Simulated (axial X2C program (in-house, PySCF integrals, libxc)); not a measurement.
# Low determinants of MnSi at the PBE0 level, two-component

All values were computed with an axial X2C code built on PySCF integrals. Two-component (2c) means X2C with spin–orbit coupling and atomic mean-field two-electron Coulomb and Gaunt terms. Basis: Mn dyall-cv3z [9s10p6d3f2g], Si dyall-v3z [8s7p2d1f] (cores contracted in-house); Gaussian nuclei, density fitting, unrestricted open shells. Masses: Mn 54.938 u, Si 27.977 u.

Search at 2.350 Å (vertical energies from the lowest determinant):

| ΔE (eV) | state | electrons beyond evenly filled partner blocks | electrons in ±ω = 1/2, 3/2, 5/2, 7/2 |
| --- | --- | --- | --- |
| 0.00 | Ω = 3/2 | ω = 1/2, ω = -3/2, ω = 5/2 | 29 9 1 0 |
| 0.76 | Ω = 7/2 | ω = -1/2, ω = 3/2, ω = 5/2 | 29 9 1 0 |
| 1.00 | Ω = 5/2 | ω = 5/2 | 30 8 1 0 |
| 1.02 | Ω = 1/2 | ω = -1/2, ω = -3/2, ω = 5/2 | 29 9 1 0 |
| 1.02 | Ω = 9/2 | ω = 1/2, ω = 3/2, ω = 5/2 | 29 9 1 0 |
| 1.04 | Ω = 5/2 | ω = 5/2 | 28 10 1 0 |
| 1.55 | Ω = 7/2 | 2 × ω = 1/2, ω = 5/2 | 30 8 1 0 |

Lowest determinant, Ω = 3/2 (⟨Sz⟩ = 1.50, ⟨Lz⟩ = 0.00 at PBE0): Re = 2.333 Å, ωe = 326.1 cm⁻¹.

The determinant in row 2 of the search, Ω = 7/2 (⟨Sz⟩ = 3.50, ⟨Lz⟩ = 0.00 at PBE0), was followed along the bond at PBE0; measured from the minimum of the lowest determinant it gives:

Te = 0.683 eV (5506 cm⁻¹), Re = 2.494 Å, ωe = 294.1 cm⁻¹.

Task: Compare the bond of the determinant in row 2 with that of the lowest one.

Result: At PBE0 its Re is 0.161 Å longer and its force constant, which goes as ωe², is 0.81 times that of the lowest determinant. T0 ≈ Te + Δωe/2 = 5506 + (-16) = 5490 cm⁻¹.

The search compares states at one distance, so a state with another bond length can lie lower; it is not exhaustive and yields mostly the lowest determinant of each block pattern, so other components and higher states of one pattern are missing. These are energies of single determinants, not of spin-adapted states; PBE0 term energies can be off by some tenths of an eV, and the functional has no current term. The lowest determinant need not be the ground state where others lie within half an eV.
